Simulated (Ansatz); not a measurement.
Steps of a relaxation of `FB(F)OCC(F)(F)F` with RKS PBE-D4/def2-SVP.

```sh
$ ansatz run in.yaml --threads 4 --pin off --events-out ev --progress --plain --max-ram 11315MiB
```

```yaml
crystal:
  periodic: [false, false, false]
  atoms:
    - {symbol: F, position_ang: [-1.032500, -1.273300, -2.536900]}
    - {symbol: B, position_ang: [-1.485200, -0.458700, -1.396300]}
    - {symbol: F, position_ang: [-2.625700, 0.463500, -1.507700]}
    - {symbol: O, position_ang: [-0.721700, -0.636200, -0.110100]}
    - {symbol: C, position_ang: [0.280300, 0.256200, -0.043300]}
    - {symbol: C, position_ang: [0.996700, 0.091300, 1.304300]}
    - {symbol: F, position_ang: [1.511500, -1.213500, 1.403300]}
    - {symbol: F, position_ang: [2.091000, 0.981800, 1.386800]}
    - {symbol: F, position_ang: [0.125100, 0.325800, 2.392800]}
    - {symbol: H, position_ang: [1.020200, 0.087400, -0.819400]}
    - {symbol: H, position_ang: [-0.094300, 1.318600, -0.052900]}
basis:
  gaussian: {orbitals: def2-SVP}
hamiltonian: {xc: pbe, dispersion: d4}
relax: {f_tol: 0.03, max_steps: 200}
```

Positions (Å) and forces (eV/Å) along the path, 12 of 20 steps:

```xyz
11
step=1 energy=-18384.8042 eV
F    -1.032   -1.273   -2.537   -1.748    2.769    3.375
B    -1.485   -0.459   -1.396   -0.067   -0.644   -0.217
F    -2.626    0.464   -1.508    3.732   -3.051    0.197
O    -0.722   -0.636   -0.110   -4.557   -1.195   -3.855
C     0.280    0.256   -0.043    1.432    2.194    1.706
C     0.997    0.091    1.304    1.007   -0.322    1.230
F     1.512   -1.214    1.403   -0.834    2.056    0.187
F     2.091    0.982    1.387   -1.916   -1.395    0.027
F     0.125    0.326    2.393    1.743   -0.449   -1.869
H     1.020    0.087   -0.819    0.848    0.177   -0.629
H    -0.094    1.319   -0.053    0.360   -0.140   -0.153
11
step=3 energy=-18385.9954 eV rejected
F    -1.264   -1.292   -2.425    0.912    0.485   -0.226
B    -1.396   -0.401   -1.430   -2.887   -2.293   -0.722
F    -2.573    0.225   -1.478    0.209    1.076   -0.106
O    -0.772   -0.565   -0.259    1.884    0.982    0.858
C     0.326    0.320   -0.037    0.283   -0.122   -0.191
C     0.983    0.061    1.310   -0.209   -0.025   -0.001
F     1.451   -1.188    1.428    0.112   -0.381   -0.145
F     2.014    0.912    1.441    0.467    0.326   -0.040
F     0.146    0.279    2.329   -0.456    0.070    0.321
H     1.131    0.202   -0.809   -0.212   -0.084    0.166
H     0.020    1.390   -0.050   -0.105   -0.034    0.084
11
step=5 energy=-18386.3763 eV
F    -1.250   -1.309   -2.423   -0.059   -0.033    0.059
B    -1.491   -0.514   -1.382   -0.040    0.006   -0.075
F    -2.517    0.329   -1.476   -0.009    0.009   -0.004
O    -0.719   -0.572   -0.259    0.175    0.019   -0.033
C     0.342    0.333   -0.052   -0.031    0.036    0.012
C     0.983    0.069    1.307   -0.022   -0.007   -0.026
F     1.455   -1.189    1.400    0.003    0.013   -0.006
F     2.020    0.925    1.475   -0.034   -0.022   -0.010
F     0.110    0.263    2.314   -0.004   -0.001    0.004
H     1.136    0.219   -0.825    0.003   -0.007    0.051
H    -0.004    1.391   -0.059    0.016   -0.011    0.029
11
step=6 energy=-18386.4033 eV
F    -1.359   -1.406   -2.388   -0.075    0.015    0.162
B    -1.492   -0.529   -1.391    0.014   -0.030   -0.081
F    -2.467    0.371   -1.486   -0.065    0.113   -0.061
O    -0.674   -0.574   -0.305    0.401   -0.020   -0.036
C     0.361    0.357   -0.055   -0.178   -0.036   -0.035
C     0.982    0.068    1.307   -0.014   -0.021    0.036
F     1.460   -1.189    1.380    0.020    0.016   -0.026
F     2.009    0.927    1.518   -0.067   -0.032   -0.043
F     0.087    0.230    2.302   -0.009    0.015    0.007
H     1.168    0.281   -0.819   -0.009   -0.019    0.055
H    -0.009    1.407   -0.042   -0.018   -0.003    0.023
11
step=7 energy=-18386.4361 eV
F    -1.508   -1.525   -2.337    0.001    0.538    0.659
B    -1.494   -0.547   -1.407    0.010   -0.372   -0.168
F    -2.414    0.410   -1.494   -0.043    0.141   -0.187
O    -0.608   -0.571   -0.372    0.613   -0.054   -0.210
C     0.389    0.391   -0.063   -0.325   -0.148   -0.119
C     0.979    0.067    1.307   -0.010   -0.043    0.152
F     1.463   -1.188    1.356    0.047    0.049   -0.046
F     1.996    0.926    1.580   -0.193   -0.104   -0.123
F     0.054    0.188    2.281    0.030    0.043   -0.035
H     1.218    0.363   -0.807   -0.072   -0.039    0.072
H    -0.009    1.428   -0.023   -0.060   -0.011    0.004
11
step=8 energy=-18386.4734 eV
F    -1.656   -1.626   -2.257    0.179    1.200    1.100
B    -1.487   -0.564   -1.410   -0.290   -0.475   -0.433
F    -2.311    0.485   -1.524    0.117   -0.186   -0.278
O    -0.546   -0.587   -0.430    0.733   -0.182   -0.243
C     0.404    0.411   -0.070   -0.411   -0.183   -0.145
C     0.974    0.063    1.303    0.004    0.005    0.182
F     1.488   -1.181    1.327    0.055    0.073   -0.032
F     1.963    0.941    1.622   -0.252   -0.169   -0.143
F     0.024    0.133    2.262    0.084    0.044   -0.092
H     1.250    0.436   -0.798   -0.165   -0.056    0.117
H    -0.037    1.431   -0.006   -0.053   -0.071   -0.032
11
step=9 energy=-18386.6421 eV
F    -1.795   -1.638   -2.114   -0.055    0.483    0.362
B    -1.471   -0.557   -1.387   -0.140   -0.260   -0.277
F    -2.172    0.571   -1.540    0.093   -0.079   -0.058
O    -0.434   -0.662   -0.526    0.488    0.201    0.076
C     0.405    0.396   -0.087   -0.139   -0.171   -0.147
C     0.955    0.054    1.294    0.020    0.085   -0.003
F     1.532   -1.160    1.318    0.037    0.002   -0.007
F     1.888    0.978    1.635   -0.097   -0.067   -0.008
F    -0.019    0.072    2.228    0.004   -0.002    0.011
H     1.268    0.498   -0.784   -0.045   -0.040    0.096
H    -0.091    1.390   -0.016   -0.167   -0.154   -0.046
11
step=11 energy=-18386.6956 eV rejected
F    -2.056   -1.637   -1.820    0.605    0.780    0.000
B    -1.402   -0.535   -1.391   -1.424   -0.680    0.401
F    -2.023    0.649   -1.496    0.315   -0.116   -0.251
O    -0.264   -0.700   -0.693    0.481   -0.002   -0.059
C     0.458    0.382   -0.145    0.047    0.109   -0.003
C     0.918    0.041    1.271    0.003    0.011    0.030
F     1.615   -1.112    1.305   -0.066    0.089    0.023
F     1.722    1.037    1.720   -0.118   -0.102   -0.030
F    -0.128   -0.072    2.122    0.127   -0.012   -0.130
H     1.368    0.571   -0.756   -0.021    0.022    0.051
H    -0.143    1.318   -0.096    0.052   -0.099   -0.032
11
step=14 energy=-18386.7683 eV
F    -2.077   -1.587   -1.788    0.100    0.070    0.024
B    -1.438   -0.542   -1.278    0.395    0.061    0.316
F    -2.061    0.646   -1.242    0.164   -0.246   -0.010
O    -0.159   -0.710   -0.800   -0.672    0.128   -0.303
C     0.538    0.371   -0.214    0.018    0.016   -0.002
C     0.875    0.046    1.238   -0.010    0.032    0.096
F     1.622   -1.071    1.339   -0.069    0.082    0.030
F     1.576    1.075    1.779   -0.130   -0.149   -0.075
F    -0.251   -0.134    1.973    0.169    0.023   -0.112
H     1.491    0.536   -0.758   -0.003   -0.005    0.023
H    -0.053    1.311   -0.230    0.039   -0.012    0.012
11
step=16 energy=-18386.7985 eV
F    -2.042   -1.598   -1.697   -0.014    0.007    0.008
B    -1.419   -0.550   -1.176    0.038    0.012   -0.037
F    -2.109    0.567   -0.933   -0.039    0.000    0.033
O    -0.082   -0.633   -0.947    0.011   -0.080    0.024
C     0.613    0.399   -0.282    0.032    0.043   -0.137
C     0.808    0.046    1.187    0.011    0.019    0.029
F     1.525   -1.083    1.337    0.010   -0.004    0.019
F     1.461    1.052    1.811   -0.021   -0.023   -0.002
F    -0.382   -0.136    1.804   -0.034    0.000    0.011
H     1.617    0.511   -0.740   -0.023    0.004    0.002
H     0.076    1.369   -0.343    0.029    0.022    0.050
11
step=17 energy=-18386.8001 eV
F    -2.038   -1.596   -1.695   -0.013    0.004    0.001
B    -1.414   -0.551   -1.167    0.029   -0.015   -0.023
F    -2.109    0.555   -0.892   -0.052    0.024    0.025
O    -0.073   -0.629   -0.960    0.011   -0.064    0.001
C     0.619    0.402   -0.290    0.024    0.029   -0.089
C     0.800    0.047    1.181    0.016    0.021    0.043
F     1.512   -1.084    1.337    0.010   -0.006    0.018
F     1.450    1.050    1.811   -0.019   -0.019   -0.002
F    -0.397   -0.132    1.788   -0.019    0.002   -0.006
H     1.627    0.509   -0.739   -0.008    0.006   -0.005
H     0.088    1.374   -0.353    0.021    0.018    0.037
11
step=20 energy=-18386.8026 eV
F    -2.039   -1.583   -1.695    0.005   -0.008   -0.001
B    -1.410   -0.552   -1.146   -0.021    0.002   -0.001
F    -2.116    0.529   -0.802    0.016    0.004    0.006
O    -0.062   -0.619   -0.987    0.003   -0.003   -0.007
C     0.639    0.402   -0.309   -0.006    0.000    0.001
C     0.786    0.049    1.169   -0.002    0.004    0.003
F     1.504   -1.076    1.350   -0.001    0.001    0.000
F     1.408    1.058    1.817   -0.002   -0.002   -0.001
F    -0.427   -0.140    1.741    0.004   -0.001   -0.002
H     1.654    0.491   -0.745   -0.001    0.002    0.003
H     0.127    1.384   -0.373    0.004    0.003   -0.001
```

It took 36 s on 4 threads of an Arm Neoverse V1 on a shared host, with 0.19 GiB of host memory at the peak.
